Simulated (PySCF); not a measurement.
Run record: geometry optimisation, `C(CC)#CC1CC=1C#C`.

Method: HF/def2-SV(P) geometry optimisation, gas phase (PySCF 2.14.0). Start geometry: GFN2-xTB. The input is one job of a driver script: a line of settings, then coordinates in Å.

Input:
```
{"job": {"xc": "HF", "basis": "def2-SV(P)", "grid": 1, "kind": "geom"}, "charge": 0, "multiplicity": 1}
C      3.474926    -2.661083    -0.761791
C      2.543489    -2.297112    -0.088318
C      1.490261    -1.913163     0.700705
C      0.483301    -1.104878     0.982923
C     -0.301384    -0.014415     0.713041
C     -1.024111     0.935573     0.524577
C     -1.851990     2.084275     0.235021
C     -1.653676     2.566139    -1.203264
C      0.703616    -2.243968     1.939132
H      4.281615    -2.962808    -1.359222
H     -2.901223     1.817399     0.399090
H     -1.596694     2.886960     0.934863
H     -2.277070     3.436432    -1.396948
H     -1.922036     1.780121    -1.905928
H     -0.613674     2.836302    -1.373426
H      1.134898    -2.044336     2.915151
H      0.022753    -3.089406     1.927763
```

Output:
```
step   0  E = -344.97793695  max force = 0.061666
step   1  E = -344.98382836  max force = 0.009717
step   2  E = -344.98416352  max force = 0.002969
step   3  E = -344.98429730  max force = 0.002396
step   4  E = -344.98433073  max force = 0.001181
step   5  E = -344.98433679  max force = 0.000186
optimisation converged
```

Energies in Eh; «max force» is the largest Cartesian gradient component in Eh/bohr.

Problem. Give the first gradient maximum in eV/Å.

Solution. With 1 Eh/bohr = 51.422 eV/Å, 3.171 eV/Å.

Summary of the converged run: final energy -344.98434 Eh after 5 steps; dipole 1.32 D.

Problem. Give the final coordinates.

Solution. 0.057 Å rms from the input after alignment:
```
atom  x, y, z in Å
C1     3.4660   -2.6293   -0.7834
C2     2.5519   -2.3053   -0.0885
C3     1.4740   -1.9441    0.7535
C4     0.4905   -1.1604    1.0344
C5    -0.3062   -0.0322    0.7335
C6    -0.9937    0.9167    0.5012
C7    -1.8340    2.0884    0.2018
C8    -1.6684    2.6033   -1.2306
C9     0.7099   -2.2893    1.9893
H10    4.2810   -2.9142   -1.4073
H11   -2.8782    1.8228    0.3862
H12   -1.5874    2.8799    0.9145
H13   -2.3104    3.4727   -1.3939
H14   -1.9418    1.8346   -1.9565
H15   -0.6349    2.8994   -1.4225
H16    1.1469   -2.0901    2.9694
H17    0.0276   -3.1412    1.9823
```

Problem. How long does this job take on AMD EPYC 7R43, one thread (shared host)? And the peak memory of the process?

Solution. About 32 s, with 0.53 GiB resident at the peak, the Python interpreter and its libraries included.
Labels such as C1 count atoms from 1, the log's own numbers from 0.
